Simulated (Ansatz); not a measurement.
Stepwise reaction of `C[NH][SnH2][NH]C` with hydrogen fluoride, as a gas-phase model of exchange steps in deposition or etching. ΔE in kJ/mol.

Isolated molecules relaxed with PBE0-D4/def2-TZVP in Ansatz; ΔE leaves out vibrations. CBS: MP2 limit from def2 TZ/QZ plus the TZ coupled-cluster correction, frozen cores. This one scheme is used for every species. DFT in def2-TZVPP. B3LYP here is the variant with VWN-RPA as its local correlation; programs differ in this. Elements past krypton have def2 core potentials. For Sn outer-core shells are correlated without core-valence functions, which leaves a few kJ/mol of doubt a bond. Each species was taken in one conformer, which may not be the lowest.

```tsv
step	reaction	PBE-D4	B3LYP-D4	ωB97M-V	CCSD(T)/CBS
1	`C[NH][SnH2][NH]C` + H–F → `C[NH][SnH2][F]` + CH₃NH₂	-75.4	-78.5	-77.6	-66.7
2	`C[NH][SnH2][F]` + H–F → `[F][SnH2][F]` + CH₃NH₂	-55.9	-58.7	-57.8	-48.2
```

(1) By hand: ΔE of the 2 steps together at CCSD(T)/CBS.

Results:

(1) (-66.7) + (-48.2) = -114.9 kJ/mol, or -57.5 kJ/mol a step.

In ΔE each step is higher than the one before. All are downhill at CCSD(T)/CBS. PBE-D4 differs from CCSD(T)/CBS by -8.7 to -7.7 kJ/mol a step. Isolated molecules leave out the surface, adducts and barriers. Largest T1 diagnostic: 0.014.
